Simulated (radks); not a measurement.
The numbers below are computed, except where a source is named.
Spherical quantum dot in the effective-mass picture: electrons in a hard-walled sphere of radius 5.25, with a point charge +2 (a donor) at the centre, all in effective atomic units (hartree* = m*/eps^2 hartree, bohr* = eps/m* bohr), one dielectric constant everywhere. Level of theory: non-relativistic Kohn-Sham, LDA (Slater exchange, Perdew-Wang correlation), spin-polarised, spherical densities (a radial shooting solver with Libxc functionals). Levels are named by radial order and angular momentum (1s, 1p, 1d, 2s, ...), and open shells are averaged over m.

N = 41, configuration 1s2 1p6 1d10 2s2 1f14 1g(up 7, down 0). This is the lowest configuration that the search found. Occupied and some empty levels:

| level | occupation | eigenvalue (hartree*) | <r> (bohr*) |
|---|---|---|---|
| 1s up | 1 | 9.1337 | 3.596 |
| 1s down | 1 | 9.1668 | 3.415 |
| 1p up | 3 | 9.2199 | 3.955 |
| 1p down | 3 | 9.2596 | 3.943 |
| 2s up | 1 | 9.3275 | 1.321 |
| 2s down | 1 | 9.3340 | 1.487 |
| 1d up | 5 | 9.3577 | 4.018 |
| 1d down | 5 | 9.3985 | 4.010 |
| 1f up | 7 | 9.5544 | 4.075 |
| 1f down | 7 | 9.5961 | 4.070 |
| 1g up | 7 | 9.8064 | 4.128 |
| 1g down | 0 | 9.8489 | 4.124 |
| 1h up | 0 | 10.111 | 4.175 |
| 1h down | 0 | 10.154 | 4.173 |
| 2p up | 0 | 10.201 | 2.581 |
| 2p down | 0 | 10.214 | 2.570 |
| 3s up | 0 | 10.249 | 2.664 |
| 3s down | 0 | 10.264 | 2.659 |
| 2d up | 0 | 10.590 | 2.966 |
| 2d down | 0 | 10.607 | 2.958 |

Energy (hartree*): total 195.960, kinetic 40.608, external -26.395, Hartree 197.88, exchange-correlation -16.133.

Electron density:

| r (bohr*) | n(r) (e/bohr*^3) |
|---|---|
| 0.290 | 1.141 |
| 0.681 | 0.2806 |
| 1.07 | 0.07864 |
| 1.46 | 0.02557 |
| 1.85 | 0.01236 |
| 2.25 | 0.01346 |
| 2.64 | 0.02437 |
| 3.03 | 0.04671 |
| 3.42 | 0.08115 |
| 3.81 | 0.1183 |
| 4.20 | 0.1302 |
| 4.59 | 0.08765 |
| 4.98 | 0.01881 |
